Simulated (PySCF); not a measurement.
C3H10GeO2, singlet, at a GFN2-xTB geometry, atoms displaced at random by about 0.03 Å a coordinate; PBE/STO-3G, gradient run with PySCF.

The PySCF input:
```python
from pyscf import gto, scf, dft

mol = gto.Mole()
mol.atom = '''
    C    -1.90217061   -1.80722694   -0.29989059
    C    -1.48926281   -0.49347122   -0.78781154
    Ge    0.23931587    0.22682287    0.02580347
    C     1.71592504   -1.06073536    0.15039354
    O     0.80551490    1.65097872   -0.90251515
    O    -0.03497995    0.96560604    1.58503513
    H    -1.14214095   -2.58122967   -0.47096766
    H    -2.15067618   -1.78464470    0.77860522
    H    -2.82653540   -2.14317834   -0.79683733
    H    -1.27321689   -0.56413824   -1.89824854
    H    -2.23487336    0.29224692   -0.64989950
    H     2.08997158   -1.21940824   -0.82713578
    H     2.59543754   -0.58352873    0.68267713
    H     1.40888791   -1.95264580    0.66522852
    H     0.76052738    2.38708233   -0.37661851
    H    -0.40071113    0.29915324    2.31723068
'''
mol.basis = 'sto-3g'
mol.verbose = 3
mol.build()

mf = dft.RKS(mol)
mf.xc = 'pbe'
mf.grids.level = 0
mf.kernel()
g = mf.nuc_grad_method()
g.grid_response = False
grad = g.kernel()
```

Q: What does PySCF print? Leave out banner, timings and long lists.

A: 
```
converged SCF energy = -2319.65498441292
--------------- RKS gradients ---------------
         x                y                z
0 C     0.0289198670     0.0442032763    -0.0271023127
1 C    -0.0715443568    -0.0563807795     0.0346717069
2 Ge     0.0026814893    -0.0012697031     0.0012385243
3 C     0.0080130990    -0.0645339957    -0.0225095941
4 O    -0.0093887466     0.1570602963     0.1036621137
5 O     0.0032905443    -0.0124236795    -0.0162366976
6 H    -0.0050439169     0.0043999701    -0.0007003218
7 H    -0.0033806179     0.0024844514    -0.0024098736
8 H     0.0042887096     0.0043288073     0.0044336720
9 H     0.0076346618    -0.0037983823    -0.0157744056
10 H     0.0121162664    -0.0044283782    -0.0009864298
11 H    -0.0099785446     0.0205413301     0.0351886678
12 H     0.0199455312     0.0100354742     0.0016732573
13 H     0.0002101978     0.0223232696    -0.0056746618
14 H     0.0121922146    -0.1283139793    -0.1029160258
15 H    -0.0085452092    -0.0078591221     0.0247456307
----------------------------------------------
```
